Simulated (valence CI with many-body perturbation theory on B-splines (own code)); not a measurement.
Nd53+: electric-dipole lines

Calculated by relativistic CI+MBPT: five valence electrons over a frozen Dirac-Fock core [He], a basis of 9 s, 9 p, 8 d, 6 f, 3 g, 1 h functions for each j, with the one-electron correlation potential Σ1 (screened to all orders), the two-electron term Σ2, the three-electron term Σ3, Breit, model QED; selected single and double excitations, second order for the rest (own B-spline code, finite nucleus).

The last digits are not significant, and no measured levels were compared; by estimate large intervals hold to a few tenths of a per cent, small ones and those within an open d or f shell to about a per cent. Among the levels kept, up to 1200 cm⁻¹ of a level comes from second order outside the variational space, and about a tenth of that is noise between levels of different J, which matters for small intervals.

Lines 201 to 250 of 254 in falling wavelength, among levels below 6862.0 eV, chosen from the strongest by gf and those to the six lowest levels. Wavelengths and rates use the calculated energies. Electric multipoles are in the length gauge, E1 and E2 with the static RPA response of the core. Weak lines are less certain than strong ones. Lines between different terms over intervals too small for the method are left out, as are lines whose strength nearly cancels. The highest levels of a list are the least certain.

Levels are named by their leading jj configuration (3d3/2^4 stands for four electrons in 3d with j = 3/2), which in mixed levels can hold well under half, so a name can repeat and another be missing. Letters in brackets count levels of one name in rising energy.

| λ vac (Å) | Upper | Lower | A (s⁻¹) | log gf | Branch % |
| --- | --- | --- | --- | --- | --- |
| 2.032 | (2s^2 2p1/2 2p3/2 3d5/2) J=5/2 [a] | (2s^2 2p1/2 2p3/2^2) J=3/2 | 4.42e+14 | 0.22 | 68.5 |
| 2.032 | (2s 2p1/2^2 2p3/2 3p1/2) J=1/2 | (2s^2 2p1/2 2p3/2^2) J=3/2 | 2.73e+13 | -1.47 | 62.3 |
| 2.032 | (2s 2p1/2^2 2p3/2 3p1/2) J=3/2 [b] | (2s^2 2p1/2 2p3/2^2) J=3/2 | 1.64e+14 | -0.39 | 70.3 |
| 2.031 | (2s^2 2p1/2 2p3/2 3d5/2) J=3/2 [b] | (2s^2 2p1/2 2p3/2^2) J=5/2 | 6.92e+13 | -0.77 | 10.9 |
| 2.027 | (2s^2 2p1/2 2p3/2 3d5/2) J=5/2 [b] | (2s^2 2p1/2 2p3/2^2) J=3/2 | 5.47e+14 | 0.31 | 61.5 |
| 2.024 | (2s^2 2p1/2 2p3/2 3d5/2) J=3/2 [b] | (2s^2 2p1/2 2p3/2^2) J=3/2 | 1.15e+13 | -1.55 | 1.8 |
| 2.023 | (2s^2 2p1/2 2p3/2 3d5/2) J=1/2 | (2s^2 2p1/2 2p3/2^2) J=3/2 | 4.67e+13 | -1.24 | 6.7 |
| 2.022 | (2s 2p1/2^2 2p3/2 3p3/2) J=3/2 [a] | (2s^2 2p1/2 2p3/2^2) J=1/2 | 9.18e+11 | -2.65 | 0.6 |
| 2.016 | (2s 2p1/2^2 2p3/2 3p3/2) J=1/2 [a] | (2s^2 2p1/2 2p3/2^2) J=1/2 | 1.04e+11 | -3.90 | 0.0 |
| 2.012 | (2s 2p1/2^2 2p3/2 3p3/2) J=7/2 | (2s^2 2p1/2 2p3/2^2) J=5/2 | 2.45e+12 | -1.92 | 83.2 |
| 2.009 | (2s 2p1/2^2 2p3/2 3p3/2) J=3/2 [a] | (2s^2 2p1/2 2p3/2^2) J=5/2 | 4.76e+11 | -2.94 | 0.3 |
| 2.005 | (2s 2p1/2^2 2p3/2 3p3/2) J=5/2 [a] | (2s^2 2p1/2 2p3/2^2) J=5/2 | 1.33e+12 | -2.32 | 1.0 |
| 2.002 | (2s 2p1/2^2 2p3/2 3p3/2) J=3/2 [a] | (2s^2 2p1/2 2p3/2^2) J=3/2 | 3.44e+12 | -2.08 | 2.4 |
| 1.998 | (2s 2p1/2^2 2p3/2 3p3/2) J=5/2 [a] | (2s^2 2p1/2 2p3/2^2) J=3/2 | 5.03e+12 | -1.74 | 3.8 |
| 1.997 | (2s 2p1/2^2 2p3/2 3p3/2) J=1/2 [a] | (2s^2 2p1/2 2p3/2^2) J=3/2 | 3.18e+11 | -3.42 | 0.1 |
| 1.996 | (2s 2p1/2^2 2p3/2 3p3/2) J=3/2 [b] | (2s^2 2p1/2 2p3/2^2) J=1/2 | 1.22e+12 | -2.54 | 1.3 |
| 1.995 | (2s 2p1/2^2 2p3/2 3p3/2) J=1/2 [b] | (2s^2 2p1/2 2p3/2^2) J=1/2 | 4.25e+12 | -2.30 | 50.6 |
| 1.988 | (2s 2p1/2^2 2p3/2 3p3/2) J=5/2 [b] | (2s^2 2p1/2 2p3/2^2) J=5/2 | 3.43e+11 | -2.91 | 0.3 |
| 1.986 | (2s^2 2p3/2^2 3s) J=3/2 | (2s^2 2p1/2 2p3/2^2) J=1/2 | 2.68e+11 | -3.20 | 0.2 |
| 1.984 | (2s^2 2p1/2 2p3/2 3s) J=3/2 [a] | (2s^2 2p1/2^2 2p3/2) J=3/2 | 1.29e+13 | -1.52 | 23.3 |
| 1.984 | (2s 2p1/2^2 2p3/2 3p3/2) J=3/2 [b] | (2s^2 2p1/2 2p3/2^2) J=5/2 | 5.44e+10 | -3.89 | 0.1 |
| 1.981 | (2s^2 2p1/2 2p3/2 3s) J=1/2 | (2s^2 2p1/2^2 2p3/2) J=3/2 | 1.94e+13 | -1.64 | 16.5 |
| 1.981 | (2s 2p1/2^2 2p3/2 3p3/2) J=5/2 [b] | (2s^2 2p1/2 2p3/2^2) J=3/2 | 4.53e+12 | -1.80 | 4.4 |
| 1.978 | (2s^2 2p1/2 2p3/2 3s) J=5/2 | (2s^2 2p1/2^2 2p3/2) J=3/2 | 1.66e+13 | -1.23 | 28.7 |
| 1.977 | (2s 2p1/2^2 2p3/2 3p3/2) J=3/2 [b] | (2s^2 2p1/2 2p3/2^2) J=3/2 | 1.37e+12 | -2.49 | 1.5 |
| 1.977 | (2s^2 2p3/2^2 3s) J=5/2 | (2s^2 2p1/2 2p3/2^2) J=5/2 | 9.08e+12 | -1.50 | 29.8 |
| 1.977 | (2s^2 2p1/2 2p3/2 3s) J=3/2 [b] | (2s^2 2p1/2^2 2p3/2) J=3/2 | 1.19e+13 | -1.56 | 10.7 |
| 1.976 | (2s 2p1/2^2 2p3/2 3p3/2) J=1/2 [b] | (2s^2 2p1/2 2p3/2^2) J=3/2 | 1.13e+12 | -2.88 | 13.4 |
| 1.974 | (2s^2 2p3/2^2 3s) J=3/2 | (2s^2 2p1/2 2p3/2^2) J=5/2 | 1.97e+13 | -1.34 | 17.4 |
| 1.970 | (2s^2 2p3/2^2 3s) J=5/2 | (2s^2 2p1/2 2p3/2^2) J=3/2 | 6.33e+12 | -1.66 | 20.8 |
| 1.968 | (2s^2 2p3/2^2 3s) J=3/2 | (2s^2 2p1/2 2p3/2^2) J=3/2 | 3.49e+12 | -2.09 | 3.1 |
| 1.892 | (2s 2p1/2^2 2p3/2 3p1/2) J=3/2 [a] | (2s^2 2p1/2^2 2p3/2) J=3/2 | 1.46e+14 | -0.50 | 97.5 |
| 1.892 | (2s 2p1/2^2 2p3/2 3p1/2) J=5/2 | (2s^2 2p1/2^2 2p3/2) J=3/2 | 3.33e+14 | 0.03 | 99.7 |
| 1.888 | (2s^2 2p1/2 2p3/2 3d3/2) J=3/2 [a] | (2s^2 2p1/2^2 2p3/2) J=3/2 | 8.36e+13 | -0.75 | 49.0 |
| 1.887 | (2s^2 2p1/2 2p3/2 3d3/2) J=5/2 [a] | (2s^2 2p1/2^2 2p3/2) J=3/2 | 1.10e+13 | -1.45 | 24.8 |
| 1.886 | (2s^2 2p1/2 2p3/2 3d3/2) J=1/2 [a] | (2s^2 2p1/2^2 2p3/2) J=3/2 | 2.08e+13 | -1.65 | 19.3 |
| 1.879 | (2s^2 2p1/2 2p3/2 3d3/2) J=5/2 [b] | (2s^2 2p1/2^2 2p3/2) J=3/2 | 5.35e+14 | 0.23 | 98.5 |
| 1.879 | (2s^2 2p1/2 2p3/2 3d3/2) J=3/2 [b] | (2s^2 2p1/2^2 2p3/2) J=3/2 | 6.57e+14 | 0.14 | 88.1 |
| 1.878 | (2s^2 2p1/2 2p3/2 3d3/2) J=1/2 [b] | (2s^2 2p1/2^2 2p3/2) J=3/2 | 8.81e+14 | -0.03 | 94.4 |
| 1.872 | (2s^2 2p1/2 2p3/2 3d5/2) J=3/2 [a] | (2s^2 2p1/2^2 2p3/2) J=3/2 | 3.07e+13 | -1.19 | 10.1 |
| 1.871 | (2s^2 2p1/2 2p3/2 3d5/2) J=5/2 [a] | (2s^2 2p1/2^2 2p3/2) J=3/2 | 3.42e+13 | -0.97 | 5.3 |
| 1.871 | (2s 2p1/2^2 2p3/2 3p1/2) J=1/2 | (2s^2 2p1/2^2 2p3/2) J=3/2 | 1.05e+13 | -1.96 | 23.9 |
| 1.871 | (2s 2p1/2^2 2p3/2 3p1/2) J=3/2 [b] | (2s^2 2p1/2^2 2p3/2) J=3/2 | 5.06e+12 | -1.97 | 2.2 |
| 1.867 | (2s^2 2p1/2 2p3/2 3d5/2) J=5/2 [b] | (2s^2 2p1/2^2 2p3/2) J=3/2 | 1.48e+13 | -1.33 | 1.7 |
| 1.864 | (2s^2 2p1/2 2p3/2 3d5/2) J=3/2 [b] | (2s^2 2p1/2^2 2p3/2) J=3/2 | 4.79e+11 | -3.00 | 0.1 |
| 1.863 | (2s^2 2p1/2 2p3/2 3d5/2) J=1/2 | (2s^2 2p1/2^2 2p3/2) J=3/2 | 1.49e+12 | -2.81 | 0.2 |
| 1.846 | (2s 2p1/2^2 2p3/2 3p3/2) J=3/2 [a] | (2s^2 2p1/2^2 2p3/2) J=3/2 | 1.36e+14 | -0.56 | 96.2 |
| 1.842 | (2s 2p1/2^2 2p3/2 3p3/2) J=5/2 [a] | (2s^2 2p1/2^2 2p3/2) J=3/2 | 1.25e+14 | -0.42 | 94.8 |
| 1.841 | (2s 2p1/2^2 2p3/2 3p3/2) J=1/2 [a] | (2s^2 2p1/2^2 2p3/2) J=3/2 | 2.35e+14 | -0.62 | 99.3 |
| 1.828 | (2s 2p1/2^2 2p3/2 3p3/2) J=5/2 [b] | (2s^2 2p1/2^2 2p3/2) J=3/2 | 9.62e+13 | -0.54 | 93.0 |

Q: How does gf follow from A for the line at 1.978 Å?

A: gf = 1.4992 × (2J+1)_upper × A / σ², with σ = 50549613 cm⁻¹ and 2J+1 = 6: gf = 0.0585.
